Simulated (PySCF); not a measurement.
This PySCF input asks for the NMR shieldings of SMILES F[SiH]1P[SiH2]P1, FH5P2Si2; the geometry comes from PBE0-D3(BJ)/def2-SVP.

```python
import basis_set_exchange as bse
import numpy as np
from pyscf import gto, dft
from pyscf.prop import nmr

atoms = """
F    -0.459708   -2.823134    0.238521
Si   -0.167687   -1.274436    0.640327
P    -1.879494    0.130865    0.146298
Si   -0.025145    1.410395   -0.246267
P     1.418492   -0.308841   -0.642565
H     0.134668   -1.251217    2.099629
H    -1.835025   -0.317974   -1.215724
H    -0.185791    2.336562   -1.403616
H     0.314473    2.192596    0.979058
H     2.389538   -0.055964    0.373784
"""
names = dict.fromkeys(["F", "Si", "P", "H"], "pcSseg-1")
basis = {el: gto.basis.parse(bse.get_basis(n, elements=[el], fmt="nwchem")) for el, n in names.items()}
mol = gto.M(atom=atoms, basis=basis, charge=0, verbose=0)
mf = dft.RKS(mol, xc="PBE0")
mf.grids.level = 2
mf.grids.alignment = dft.numint.BLKSIZE   # the property module wants whole blocks of grid points
mf.conv_tol = 1e-9
mf.kernel()

calc = nmr.RKS(mf)   # GIAO
C = mf.mo_coeff
Co = C[:, mf.mo_occ > 0]
resp = mf.gen_response(singlet=True, hermi=2)
def vind(x):   # induced exchange potential for any number of trial vectors
    d = np.einsum("pi,xij,qj->xpq", C, 2 * x.reshape(-1, C.shape[1], Co.shape[1]), Co, optimize=True)
    return np.einsum("xpq,pi,qj->xij", resp(d - d.transpose(0, 2, 1)), C, Co, optimize=True).ravel()
mo1, _ = nmr.rhf.solve_mo1(calc, with_cphf=vind)
sigma = calc.kernel(mo1)
for i, s in enumerate(sigma):   # ppm
    w = np.linalg.eigvalsh((s + s.T) / 2)
    print("%2d %-2s iso %8.1f  s11 %8.1f  s22 %8.1f  s33 %8.1f" % (i, mol.atom_pure_symbol(i), w.mean(), *w))
```

**Question.** What does it print?

**Answer.** 
```
 0 F  iso    326.5  s11    243.2  s22    356.9  s33    379.5
 1 Si iso    325.8  s11    271.3  s22    297.0  s33    409.1
 2 P  iso    536.1  s11    405.2  s22    579.1  s33    624.0
 3 Si iso    430.3  s11    383.0  s22    430.1  s33    477.8
 4 P  iso    524.3  s11    337.7  s22    571.6  s33    663.6
 5 H  iso     25.1  s11     21.5  s22     23.9  s33     30.0
 6 H  iso     29.3  s11     25.7  s22     27.1  s33     34.9
 7 H  iso     26.8  s11     23.4  s22     23.9  s33     33.1
 8 H  iso     27.0  s11     23.7  s22     24.5  s33     32.7
 9 H  iso     27.7  s11     22.8  s22     24.2  s33     36.2
```

These numbers come from an equivalent density-fitted implementation of the same equations, which agrees with the script to about 0.01 ppm for H and up to a few tenths of a ppm for heavy atoms, so last digits may differ.

Size and cost of the density-fitted run: 138 basis functions, 9.3 s wall time on 1 thread of an x86-64 server CPU, shared host.
